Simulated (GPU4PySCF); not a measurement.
C16H10. Atoms are numbered in the order given.

```xyz
26

C      0.0000     0.0000     3.5243
C      0.0000    -1.2111     2.8334
C      0.0000    -1.2374     1.4279
C      0.0000    -2.4620     0.6828
C      0.0000    -2.4620    -0.6828
C      0.0000    -1.2374    -1.4279
C      0.0000    -1.2111    -2.8334
C      0.0000     0.0000    -3.5243
C      0.0000     1.2111    -2.8334
C      0.0000     1.2374    -1.4279
C      0.0000     2.4620    -0.6828
C      0.0000     2.4620     0.6828
C      0.0000     1.2374     1.4279
C      0.0000     1.2111     2.8334
C      0.0000     0.0000     0.7116
C      0.0000     0.0000    -0.7116
H      0.0000     0.0000     4.6156
H      0.0000    -2.1561     3.3809
H      0.0000    -3.4039     1.2360
H      0.0000    -3.4039    -1.2360
H      0.0000    -2.1561    -3.3809
H      0.0000     0.0000    -4.6156
H      0.0000     2.1561    -3.3809
H      0.0000     3.4039    -1.2360
H      0.0000     3.4039     1.2360
H      0.0000     2.1561     3.3809
```

Geometry optimised at PBE-D3(BJ)/def2-TZVP.

Level of theory: PBE-D3(BJ)/def2-TZVP (GPU4PySCF).

Harmonic, unscaled wavenumbers; measured fundamentals usually lie a few per cent lower.

```json
[
 {"mode": "1", "ν (cm⁻¹)": "95", "IR (km/mol)": "0.6", "moving atoms (share of kinetic energy)": "C 85 %, H 15 %"},
 {"mode": "2", "ν (cm⁻¹)": "145", "IR (km/mol)": "0.0", "moving atoms (share of kinetic energy)": "C 83 %, H 17 %"},
 {"mode": "3", "ν (cm⁻¹)": "205", "IR (km/mol)": "9.5", "moving atoms (share of kinetic energy)": "C 81 %, H 19 %"},
 {"mode": "4", "ν (cm⁻¹)": "239", "IR (km/mol)": "0.0", "moving atoms (share of kinetic energy)": "C 78 %, H 22 %"},
 {"mode": "5", "ν (cm⁻¹)": "252", "IR (km/mol)": "0.0", "moving atoms (share of kinetic energy)": "C 85 %, H 15 %"},
 {"mode": "6", "ν (cm⁻¹)": "349", "IR (km/mol)": "1.6", "moving atoms (share of kinetic energy)": "C 85 %, H 15 %"},
 {"mode": "7", "ν (cm⁻¹)": "388", "IR (km/mol)": "0.0", "moving atoms (share of kinetic energy)": "C 79 %, H 21 %"},
 {"mode": "8", "ν (cm⁻¹)": "402", "IR (km/mol)": "0.0", "moving atoms (share of kinetic energy)": "C 95 %"},
 {"mode": "9", "ν (cm⁻¹)": "450", "IR (km/mol)": "0.0", "moving atoms (share of kinetic energy)": "C 93 %"},
 {"mode": "10", "ν (cm⁻¹)": "481", "IR (km/mol)": "1.9", "moving atoms (share of kinetic energy)": "C 80 %, H 20 %"},
 {"mode": "11", "ν (cm⁻¹)": "492", "IR (km/mol)": "2.9", "moving atoms (share of kinetic energy)": "C 87 %, H 13 %"},
 {"mode": "12", "ν (cm⁻¹)": "493", "IR (km/mol)": "0.0", "moving atoms (share of kinetic energy)": "C 84 %, H 16 %"},
 {"mode": "13", "ν (cm⁻¹)": "496", "IR (km/mol)": "0.0", "moving atoms (share of kinetic energy)": "C 80 %, H 20 %"},
 {"mode": "14", "ν (cm⁻¹)": "523", "IR (km/mol)": "0.0", "moving atoms (share of kinetic energy)": "C 72 %, H 28 %"},
 {"mode": "15", "ν (cm⁻¹)": "537", "IR (km/mol)": "2.1", "moving atoms (share of kinetic energy)": "C 94 %"},
 {"mode": "16", "ν (cm⁻¹)": "568", "IR (km/mol)": "0.0", "moving atoms (share of kinetic energy)": "C 79 %, H 21 %"},
 {"mode": "17", "ν (cm⁻¹)": "590", "IR (km/mol)": "0.0", "moving atoms (share of kinetic energy)": "C 92 %, H 8 %"},
 {"mode": "18", "ν (cm⁻¹)": "672", "IR (km/mol)": "0.0", "moving atoms (share of kinetic energy)": "C 85 %, H 15 %"},
 {"mode": "19", "ν (cm⁻¹)": "688", "IR (km/mol)": "0.0", "moving atoms (share of kinetic energy)": "C 93 %"},
 {"mode": "20", "ν (cm⁻¹)": "710", "IR (km/mol)": "50.9", "moving atoms (share of kinetic energy)": "C 68 %, H 32 %"},
 {"mode": "21", "ν (cm⁻¹)": "723", "IR (km/mol)": "17.5", "moving atoms (share of kinetic energy)": "H 85 %, C 15 %"},
 {"mode": "22", "ν (cm⁻¹)": "730", "IR (km/mol)": "0.0", "moving atoms (share of kinetic energy)": "C 88 %, H 12 %"},
 {"mode": "23", "ν (cm⁻¹)": "753", "IR (km/mol)": "0.0", "moving atoms (share of kinetic energy)": "H 77 %, C 23 %"},
 {"mode": "24", "ν (cm⁻¹)": "783", "IR (km/mol)": "0.0", "moving atoms (share of kinetic energy)": "H 71 %, C 29 %"},
 {"mode": "25", "ν (cm⁻¹)": "793", "IR (km/mol)": "0.0", "moving atoms (share of kinetic energy)": "C 90 %, H 10 %"},
 {"mode": "26", "ν (cm⁻¹)": "813", "IR (km/mol)": "3.0", "moving atoms (share of kinetic energy)": "C 85 %, H 15 %"},
 {"mode": "27", "ν (cm⁻¹)": "831", "IR (km/mol)": "85.8", "moving atoms (share of kinetic energy)": "C 55 %, H 45 %"},
 {"mode": "28", "ν (cm⁻¹)": "855", "IR (km/mol)": "0.0", "moving atoms (share of kinetic energy)": "H 69 %, C 31 %"},
 {"mode": "29", "ν (cm⁻¹)": "865", "IR (km/mol)": "0.0", "moving atoms (share of kinetic energy)": "C 97 %"},
 {"mode": "30", "ν (cm⁻¹)": "869", "IR (km/mol)": "0.0", "moving atoms (share of kinetic energy)": "H 65 %, C 35 %"},
 {"mode": "31", "ν (cm⁻¹)": "904", "IR (km/mol)": "0.0", "moving atoms (share of kinetic energy)": "H 78 %, C 22 %"},
 {"mode": "32", "ν (cm⁻¹)": "908", "IR (km/mol)": "0.3", "moving atoms (share of kinetic energy)": "H 79 %, C 21 %"},
 {"mode": "33", "ν (cm⁻¹)": "912", "IR (km/mol)": "0.0", "moving atoms (share of kinetic energy)": "H 77 %, C 23 %"},
 {"mode": "34", "ν (cm⁻¹)": "920", "IR (km/mol)": "0.0", "moving atoms (share of kinetic energy)": "H 76 %, C 24 %"},
 {"mode": "35", "ν (cm⁻¹)": "965", "IR (km/mol)": "0.0", "moving atoms (share of kinetic energy)": "C 82 %, H 18 %"},
 {"mode": "36", "ν (cm⁻¹)": "991", "IR (km/mol)": "1.4", "moving atoms (share of kinetic energy)": "C 95 %"},
 {"mode": "37", "ν (cm⁻¹)": "1066", "IR (km/mol)": "0.0", "moving atoms (share of kinetic energy)": "C 54 %, H 46 %"},
 {"mode": "38", "ν (cm⁻¹)": "1085", "IR (km/mol)": "8.7", "moving atoms (share of kinetic energy)": "H 59 %, C 41 %"},
 {"mode": "39", "ν (cm⁻¹)": "1101", "IR (km/mol)": "0.0", "moving atoms (share of kinetic energy)": "C 54 %, H 46 %"},
 {"mode": "40", "ν (cm⁻¹)": "1130", "IR (km/mol)": "0.0", "moving atoms (share of kinetic energy)": "H 81 %, C 19 %"},
 {"mode": "41", "ν (cm⁻¹)": "1139", "IR (km/mol)": "0.6", "moving atoms (share of kinetic energy)": "H 86 %, C 14 %"},
 {"mode": "42", "ν (cm⁻¹)": "1164", "IR (km/mol)": "0.0", "moving atoms (share of kinetic energy)": "H 75 %, C 25 %"},
 {"mode": "43", "ν (cm⁻¹)": "1166", "IR (km/mol)": "15.8", "moving atoms (share of kinetic energy)": "H 81 %, C 19 %"},
 {"mode": "44", "ν (cm⁻¹)": "1209", "IR (km/mol)": "0.5", "moving atoms (share of kinetic energy)": "C 58 %, H 42 %"},
 {"mode": "45", "ν (cm⁻¹)": "1225", "IR (km/mol)": "0.0", "moving atoms (share of kinetic energy)": "H 60 %, C 40 %"},
 {"mode": "46", "ν (cm⁻¹)": "1234", "IR (km/mol)": "2.6", "moving atoms (share of kinetic energy)": "H 58 %, C 42 %"},
 {"mode": "47", "ν (cm⁻¹)": "1244", "IR (km/mol)": "0.0", "moving atoms (share of kinetic energy)": "C 73 %, H 27 %"},
 {"mode": "48", "ν (cm⁻¹)": "1324", "IR (km/mol)": "0.0", "moving atoms (share of kinetic energy)": "C 77 %, H 23 %"},
 {"mode": "49", "ν (cm⁻¹)": "1349", "IR (km/mol)": "4.9", "moving atoms (share of kinetic energy)": "C 91 %, H 9 %"},
 {"mode": "50", "ν (cm⁻¹)": "1385", "IR (km/mol)": "0.0", "moving atoms (share of kinetic energy)": "C 55 %, H 45 %"},
 {"mode": "51", "ν (cm⁻¹)": "1401", "IR (km/mol)": "0.0", "moving atoms (share of kinetic energy)": "C 85 %, H 15 %"},
 {"mode": "52", "ν (cm⁻¹)": "1407", "IR (km/mol)": "0.0", "moving atoms (share of kinetic energy)": "C 94 %"},
 {"mode": "53", "ν (cm⁻¹)": "1418", "IR (km/mol)": "6.9", "moving atoms (share of kinetic energy)": "C 61 %, H 39 %"},
 {"mode": "54", "ν (cm⁻¹)": "1420", "IR (km/mol)": "3.1", "moving atoms (share of kinetic energy)": "C 66 %, H 34 %"},
 {"mode": "55", "ν (cm⁻¹)": "1453", "IR (km/mol)": "2.8", "moving atoms (share of kinetic energy)": "C 86 %, H 14 %"},
 {"mode": "56", "ν (cm⁻¹)": "1477", "IR (km/mol)": "2.4", "moving atoms (share of kinetic energy)": "C 87 %, H 13 %"},
 {"mode": "57", "ν (cm⁻¹)": "1496", "IR (km/mol)": "0.0", "moving atoms (share of kinetic energy)": "C 77 %, H 23 %"},
 {"mode": "58", "ν (cm⁻¹)": "1553", "IR (km/mol)": "0.0", "moving atoms (share of kinetic energy)": "C 85 %, H 15 %"},
 {"mode": "59", "ν (cm⁻¹)": "1583", "IR (km/mol)": "0.0", "moving atoms (share of kinetic energy)": "C 96 %"},
 {"mode": "60", "ν (cm⁻¹)": "1592", "IR (km/mol)": "10.6", "moving atoms (share of kinetic energy)": "C 91 %, H 9 %"},
 {"mode": "61", "ν (cm⁻¹)": "1601", "IR (km/mol)": "2.8", "moving atoms (share of kinetic energy)": "C 92 %"},
 {"mode": "62", "ν (cm⁻¹)": "1623", "IR (km/mol)": "0.0", "moving atoms (share of kinetic energy)": "C 94 %"},
 {"mode": "63", "ν (cm⁻¹)": "3092", "IR (km/mol)": "0.0", "moving atoms (share of kinetic energy)": "H 92 %"},
 {"mode": "64", "ν (cm⁻¹)": "3092", "IR (km/mol)": "3.0", "moving atoms (share of kinetic energy)": "H 92 %"},
 {"mode": "65", "ν (cm⁻¹)": "3095", "IR (km/mol)": "0.0", "moving atoms (share of kinetic energy)": "H 92 %"},
 {"mode": "66", "ν (cm⁻¹)": "3095", "IR (km/mol)": "0.1", "moving atoms (share of kinetic energy)": "H 92 %"},
 {"mode": "67", "ν (cm⁻¹)": "3102", "IR (km/mol)": "19.4", "moving atoms (share of kinetic energy)": "H 92 %, C 8 %"},
 {"mode": "68", "ν (cm⁻¹)": "3103", "IR (km/mol)": "0.0", "moving atoms (share of kinetic energy)": "H 92 %, C 8 %"},
 {"mode": "69", "ν (cm⁻¹)": "3110", "IR (km/mol)": "54.3", "moving atoms (share of kinetic energy)": "H 91 %, C 9 %"},
 {"mode": "70", "ν (cm⁻¹)": "3110", "IR (km/mol)": "0.0", "moving atoms (share of kinetic energy)": "H 91 %, C 9 %"},
 {"mode": "71", "ν (cm⁻¹)": "3120", "IR (km/mol)": "49.6", "moving atoms (share of kinetic energy)": "H 91 %, C 9 %"},
 {"mode": "72", "ν (cm⁻¹)": "3120", "IR (km/mol)": "0.0", "moving atoms (share of kinetic energy)": "H 91 %, C 9 %"}
]
```
